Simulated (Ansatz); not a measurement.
C$_{4}$H$_{2}$F$_{8}$ (`FCC(F)(F)C(F)(F)C(F)(F)F`). Total charge 0; spin multiplicity 1. Geometry: relaxed with PBE0-D4/def2-TZVP. It is one conformer, not always the lowest.

```xyz
14

F     0.797    1.892    2.248
C    -0.028    1.551    1.216
C     0.462    0.241    0.620
F     1.729    0.378    0.188
F     0.445   -0.726    1.557
C    -0.423   -0.203   -0.569
F    -1.689   -0.323   -0.131
F    -0.386    0.761   -1.505
C    -0.040   -1.539   -1.258
F    -0.888   -1.757   -2.256
F     1.188   -1.480   -1.750
F    -0.120   -2.549   -0.406
H    -1.046    1.423    1.591
H     0.000    2.332    0.454
```

Q: What is the dipole moment at ωB97M-V/def2-TZVPP? (Estimate.)

A: The calculation gave: 1.79 D, with components (-1.34, 1.14, -0.31) D in this frame, pointing from negative to positive charge.

Q: And with PBE, r2SCAN, B3LYP? (Best estimate.)

A: The calculation gave: PBE 1.66 D, r2SCAN 1.73 D, B3LYP 1.80 D.

Q: Give the Mulliken charges with ωB97M-V, r2SCAN, PBE in def2-TZVPP. (Estimate.)

A: Ansatz gave: 
```csv
atom,ωB97M-V,r2SCAN,PBE
F1,-0.20,-0.21,-0.17
C2,0.00,0.09,-0.01
C3,0.30,0.36,0.28
F4,-0.16,-0.17,-0.13
F5,-0.16,-0.17,-0.13
C6,0.26,0.30,0.21
F7,-0.16,-0.17,-0.13
F8,-0.15,-0.17,-0.13
C9,0.44,0.45,0.34
F10,-0.14,-0.15,-0.11
F11,-0.14,-0.15,-0.11
F12,-0.14,-0.15,-0.11
H13,0.12,0.07,0.09
H14,0.12,0.07,0.09
```

B3LYP here is the variant with VWN-RPA as its local correlation; programs differ in this.
